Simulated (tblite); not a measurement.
Compound: C7H15NS.
Geometry (GFN2-xTB, Å), atoms numbered from 1 in this order:
```
atom  x, y, z in Å
C1     1.7703   -0.8474   -0.6705
N2     1.4410    0.1311    0.3392
C3     2.6077    0.6287    1.0361
C4     0.2394    0.6791    0.5895
S5     0.1746    2.0457    1.5200
C6    -1.0576    0.0764    0.0530
C7    -1.2856    0.5498   -1.3909
C8    -1.0743   -1.4581    0.1561
C9    -2.2353    0.5927    0.8928
H10    1.9124   -1.8372   -0.2263
H11    1.0098   -0.9069   -1.4396
H12    2.7052   -0.5479   -1.1487
H13    3.0452    1.4818    0.5108
H14    2.3257    0.9583    2.0350
H15    3.3443   -0.1699    1.1102
H16   -2.2403    0.1725   -1.7506
H17   -0.5087    0.2137   -2.0732
H18   -1.3106    1.6370   -1.4193
H19   -0.5924   -1.9503   -0.6821
H20   -2.1058   -1.8020    0.1791
H21   -0.5940   -1.7818    1.0768
H22   -3.1666    0.1725    0.5194
H23   -2.1140    0.3068    1.9350
H24   -2.3020    1.6752    0.8442
```

Level: GFN2-xTB in tblite, geometry and Hessian alike; calculated harmonic values, unscaled, isolated species. Errors from tens to a few hundred cm⁻¹ against measured bands are possible. One conformer, not necessarily the lowest.

Harmonic wavenumbers (cm⁻¹): 47.0, 76.7, 93.2, 126.4, 163.1, 169.0, 226.1, 260.8, 268.7, 295.7, 299.5, 329.9, 364.5, 390.1, 423.9, 495.0, 508.0, 592.9, 643.4, 858.5, 945.1, 959.5, 964.6, 973.4, 1030.2, 1036.1, 1042.5, 1085.0, 1089.1, 1105.7, 1140.9, 1216.0, 1225.1, 1243.6, 1265.1, 1391.6, 1400.8, 1409.8, 1411.7, 1432.4, 1450.0, 1454.4, 1473.0, 1481.7, 1488.5, 1493.7, 1495.2, 1496.0, 1502.3, 1512.9, 1527.3, 2944.7, 2960.3, 2985.7, 3012.4, 3021.3, 3023.5, 3028.6, 3031.0, 3034.5, 3037.3, 3040.8, 3042.8, 3060.7, 3063.8, 3088.7.

A = 1668, B = 1284, C = 880.0 MHz; mass 145.093 u (most abundant isotopes); point group C1, symmetry number 1.

**Question.** Zero-point energy?

**Answer.** Half the sum of the wavenumbers: 45876 cm⁻¹ = 131.16 kcal/mol.

**Question.** Entropy at 500 K, 1 bar (ideal gas, RRHO, classical rotation)?

**Answer.** Translation 43.42, rotation 31.07, vibration 60.92: S = 135.4 cal/(mol K).

**Question.** And Cp and H(500 K) − H(0)?

**Answer.** Cp = 67.07 cal/(mol K), of which vibrations give 59.12 (their classical limit is 66 R = 131.2); H(500 K) − H(0) = 19.56 kcal/mol without the zero-point energy, 15.59 from vibrations.

**Question.** Which modes carry the vibrational entropy at 500 K?

**Answer.** 47.0 cm⁻¹: 5.96; 76.7 cm⁻¹: 4.99; 93.2 cm⁻¹: 4.61; 126.4 cm⁻¹: 4.01; 163.1 cm⁻¹: 3.51; 169.0 cm⁻¹: 3.44 cal/(mol K); the other 60 give 34.40 together.

**Question.** What must be added to the electronic energy to get the Gibbs energy at 500 K and 1 bar?

**Answer.** ZPE + [H(500 K) − H(0)] − T·S = 131.16 + 19.56 − 67.70 = 83.02 kcal/mol.

**Question.** How do the functions run with temperature in this model?

**Answer.** 
| T (K) | S (cal/(mol K)) | Cp (cal/(mol K)) | H − H(0) (kcal/mol) | G − H(0) (kcal/mol) | ln q(vib) |
| --- | --- | --- | --- | --- | --- |
| 100 | 71.7 | 22.0 | 1.41 | -5.76 | 1.92 |
| 200 | 91.0 | 34.5 | 4.27 | -13.93 | 5.23 |
| 300 | 107.0 | 45.4 | 8.26 | -23.84 | 8.56 |
| 800 | 172.4 | 90.3 | 43.44 | -94.47 | 24.06 |
| 1000 | 193.7 | 100.8 | 62.59 | -131.12 | 29.73 |

q(vib) and H(0) count from the zero-point level.

**Question.** Blend soft modes into free rotors: weight 1/[1 + (100 cm⁻¹/ν̃)⁴] for the oscillator and the rest for a rotor with moment μB/(μ + B), μ = h/(8π²ν), B = 10⁻⁴⁴ kg m². What vibrational entropy results?

**Answer.** 57.08 cal/(mol K) in place of 60.92, which changes −T·S at 500 K by +1.92 kcal/mol.

Hindered rotation and anharmonicity are outside this model. Other conformers, if any are populated, would add a mixing term that is left out. The structure is chiral; the term R ln 2 for an equal mix with its mirror image is left out.
